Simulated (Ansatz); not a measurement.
Molecule: sum formula GeHBr₂, charge 0, multiplicity 2. It need not be the lowest isomer of its formula. 
Geometry from a B3LYP-D3(BJ)/def2-TZVP (Ansatz, a first-principles code) optimisation:
```
Ge
H 1 1.5628
Br 1 2.3362 2 106.58
Br 1 2.3362 2 106.58 3 -116.78
```
Charge 0, spin multiplicity 2.

Basis-set convergence of Hartree-Fock and CCSD correlation energies (hartree) with Ansatz. Cores are frozen in the correlated levels unless marked. Open shells are spin-unrestricted. Spin-orbit coupling is left out. The frozen core is the preceding noble-gas configuration, with the filled d and f shells of earlier blocks. No relativistic terms.

```tsv
basis	functions	E(HF)	E(corr, CCSD)
aug-cc-pVDZ	117	-7220.75950	-0.35277
aug-cc-pVTZ	200	-7220.98240	-0.45761
aug-cc-pVQZ	325	-7220.99097	-0.49368
```

Extrapolating the two largest sets (X = 3 and 4) as X^-3: E(corr) = (64·(-0.49368) - 27·(-0.45761))/37 = -0.5200 Eh, an estimate of the basis-set limit. The largest set recovers 94.9 % of it, the smallest 67.8 %.
